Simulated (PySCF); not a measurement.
C5H11NOSi2: full NMR table

| Quantity | Value |
| --- | --- |
| Formula | C5H11NOSi2 |
| SMILES | C#C[SiH2]O[Si@@]1(C)CCN1 |
| Point group of the computed structure | C1 |
| Degrees of unsaturation | 3 |
| Carbon signals | 5 |
| Proton signals | 9 |

Molfile (atoms numbered from 1):
```
C5H11NOSi2
     RDKit          3D

 20 20  0  0  0  0  0  0  0  0999 V2000
    2.1057    2.3665    1.6850 C   0  0  0  0  0  0  0  0  0  0  0  0
    2.2658    1.2453    1.2813 C   0  0  0  0  0  0  0  0  0  0  0  0
    2.4735   -0.4831    0.6406 Si  0  0  0  0  0  4  0  0  0  0  0  0
    1.1301   -0.9830   -0.1262 O   0  0  0  0  0  0  0  0  0  0  0  0
   -0.4252   -0.7331   -0.5451 Si  0  0  1  0  0  4  0  0  0  0  0  0
   -0.9084   -2.2636   -1.5452 C   0  0  0  0  0  0  0  0  0  0  0  0
   -1.5270    0.0470    0.8063 C   0  0  0  0  0  0  0  0  0  0  0  0
   -1.5915    1.3151   -0.0526 C   0  0  0  0  0  0  0  0  0  0  0  0
   -0.8303    0.8079   -1.1829 N   0  0  0  0  0  0  0  0  0  0  0  0
    1.9700    3.3485    2.0399 H   0  0  0  0  0  0  0  0  0  0  0  0
    2.6593   -1.3985    1.7684 H   0  0  0  0  0  0  0  0  0  0  0  0
    3.5258   -0.5117   -0.3761 H   0  0  0  0  0  0  0  0  0  0  0  0
   -0.2982   -2.3319   -2.4390 H   0  0  0  0  0  0  0  0  0  0  0  0
   -0.7497   -3.1701   -0.9722 H   0  0  0  0  0  0  0  0  0  0  0  0
   -1.9482   -2.2304   -1.8488 H   0  0  0  0  0  0  0  0  0  0  0  0
   -1.0526    0.2107    1.7682 H   0  0  0  0  0  0  0  0  0  0  0  0
   -2.5006   -0.4007    0.9723 H   0  0  0  0  0  0  0  0  0  0  0  0
   -1.1078    2.1753    0.4210 H   0  0  0  0  0  0  0  0  0  0  0  0
   -2.6088    1.5990   -0.3409 H   0  0  0  0  0  0  0  0  0  0  0  0
   -0.5871    1.4016   -1.9570 H   0  0  0  0  0  0  0  0  0  0  0  0
  1  2  3  0
  2  3  1  0
  3  4  1  0
  5  4  1  1
  5  6  1  0
  5  7  1  0
  7  8  1  0
  8  9  1  0
  9  5  1  0
  1 10  1  0
  3 11  1  0
  3 12  1  0
  6 13  1  0
  6 14  1  0
  6 15  1  0
  7 16  1  0
  7 17  1  0
  8 18  1  0
  8 19  1  0
  9 20  1  0
M  END
```

[PySCF: geometry from GFN2-xTB; σ from GIAO-PBE0/pcSseg-1; one averaged value for each set of equivalent atoms; relativity neglected; gas phase; one conformer]

δ = σ(ref) − σ, references computed at the same level: 1H (σref 31.72) and 13C (σref 186.93) and 29Si (σref 349.16) against TMS; 15N (σref 267.73) vs NH3; 17O (σref 336.08) against H2O.

| carbon | δC, type | δH (multiplicity) | HMBC from (2–3 bonds) | span of the C tensor (ppm) |
| --- | --- | --- | --- | --- |
| C1 | 102.3, CH | 2.09 (m) | H11, H12 | 243 |
| C2 | 90.0, C | – | H11, H12, H10 | 293 |
| C6 | 2.8, CH3 | 0.17 (s) | H16, H17 | 24 |
| C7 | 22.0, CH2 | H16 1.60 (m); H17 1.52 (m) | H18, H19, H13/H14/H15 | 47 |
| C8 | 42.4, CH2 | H18 3.62 (m); H19 3.60 (m) | H16, H17 | 40 |

Other nuclei:
```json
{"atoms": "H11", "nucleus": "1H", "environment": "hydrogen on a silicon bonded to C, O", "δ (ppm)": "5.20", "σ (ppm)": "26.52"}
{"atoms": "H12", "nucleus": "1H", "environment": "hydrogen on a silicon bonded to C, O", "δ (ppm)": "5.20", "σ (ppm)": "26.52"}
{"atoms": "H20", "nucleus": "1H", "environment": "hydrogen on a nitrogen bonded to C, Si, in a 4-membered ring", "δ (ppm)": "1.10", "σ (ppm)": "30.62"}
{"atoms": "Si5", "nucleus": "29Si", "environment": "silicon bonded to 2 C, N, O, in a 4-membered ring", "δ (ppm)": "-8.8", "σ (ppm)": "357.9"}
{"atoms": "Si3", "nucleus": "29Si", "environment": "silicon bonded to C, O, 2 H", "δ (ppm)": "-57.2", "σ (ppm)": "406.4"}
{"atoms": "N9", "nucleus": "15N", "environment": "nitrogen bonded to C, Si, H, in a 4-membered ring", "δ (ppm)": "67.3", "σ (ppm)": "200.4"}
{"atoms": "O4", "nucleus": "17O", "environment": "oxygen bonded to 2 Si", "δ (ppm)": "85.6", "σ (ppm)": "250.5"}
```

Carbon types of the structure: 1 × C, 1 × CH, 2 × CH2, 1 × CH3, leaving 3 H on heteroatoms. δC 102.3: terminal alkyne carbon; sp carbons lie upfield of alkene carbons because the cylindrical π system leaves one tensor component strongly shielded. δC 90.0: alkyne carbon; sp carbons lie upfield of alkene carbons because the cylindrical π system leaves one tensor component strongly shielded. δC 2.8: methyl carbon bonded to Si; an electropositive neighbour leaves it electron-rich and shielded. δH 1.10: hydrogen on a nitrogen bonded to C, Si, in a 4-membered ring; exchangeable; this is the value without hydrogen bonding to other molecules. δH 0.17: hydrogen on a methyl carbon bonded to Si; an electropositive neighbour shields it, as in TMS itself.

Exchangeable OH/NH protons stand at their gas-phase positions; hydrogen bonding in a real sample shifts them, mostly to higher δ. Shifts are as computed. Against solution values, carbons near 30 ppm lie about +3 ppm off and those near 130 ppm about +5 ppm. Of 1309 compounds with measured shifts, 239 miss one by over three times the rms of a fit or turn the order of signals round; such compounds aren't used in these exercises. Experimental scales use liquid or dissolved standards, which lie at an offset from isolated NH3 (liquid NH3: subtract about 20 ppm) and H2O (liquid H2O: subtract about 36 ppm). No couplings were computed; multiplicities are counted from neighbouring protons, with m where these are inequivalent, close in shift, in a saturated or five-membered ring or joined by F or P, and br s for small geminal =CH2 splittings.
